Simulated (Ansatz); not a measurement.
Ligand exchange through a proton shuttle

Start structure (BH₅OF₂, closed shell), relaxed at PBE0-D4/def2-TZVP:

```tsv
atom	x (Å)	y (Å)	z (Å)
B1	-0.0429	-1.0896	-0.5493
O2	0.0418	0.1621	-1.1070
H3	-1.0861	-1.3711	-0.0507
H4	0.8730	-1.8461	-0.6685
H5	0.0678	0.7134	1.6091
F6	0.5760	-0.0556	1.7896
H7	-0.5669	1.3143	-0.1532
F8	-0.7603	1.8210	0.6321
H9	0.8976	0.3516	-1.5024
```

The step: BH₃O ([BH2][OH]) + HF + HF → BH₂F ([BH2][F]) + H₂O + HF (still joined by a long B–O bond); bonds formed: B1–F6, O2–H7, H5–F8; bonds broken: H5–F6, H7–F8; bonds weakened to dative contacts: B1–O2. Program: Ansatz 0.2.0. Basis: def2-TZVPP and def2-QZVPP. Cores are frozen in the correlated methods. Extrapolation: Hartree–Fock as exp(−7.88 √X), correlation as X^−2.97. Energies below are by CCSD(T) at an estimated basis limit (MP2 extrapolated from triple and quadruple zeta, plus CCSD(T) − MP2 in triple zeta).

Q: What are the electronic barrier and the energy of the step, from the start structure to the end structure? (Judge from chemistry; the value comes from the calculation.)

A: The calculation gives: Barrier 7.19 kcal/mol; step energy -7.07 kcal/mol (downhill); reverse barrier, their difference, 14.26 kcal/mol. Barrier and step energy count from the start structure, the reverse barrier from the end structure.

The saddle point: One imaginary mode of 427i cm⁻¹.
```
 pair  start (Å)  saddle (Å)  end (Å)
B1–F6       2.63        1.70     1.43
O2–H7       1.61        1.29     0.98
H5–F8       1.69        1.31     0.95
B1–O2       1.37        1.47     1.63
H5–F6       0.94        1.03     1.57
H7–F8       0.95        1.07     1.74
```

Zero-point energy (harmonic, PBE0-D4): ZPE is 38.58 kcal/mol at the start and 37.98 kcal/mol at the saddle, so the barrier goes from 7.19 to 6.59 kcal/mol.

The T1 diagnostic stays at or below 0.012.

Steps of this kind, hydrogen fluoride cutting a network bond, underlie vapour etching and the fluorination step of atomic layer etching.

Labels in which every atom is bracketed show which atoms are joined, not bond orders.

For scale, one of the runs: CCSD(T)/def2-TZVPP, 194 basis functions (an equivalent command: `ansatz run in.yaml --threads 4`). The run took 45 s on 4 CPU threads (shared host), with 2.5 GiB of host memory at its peak.
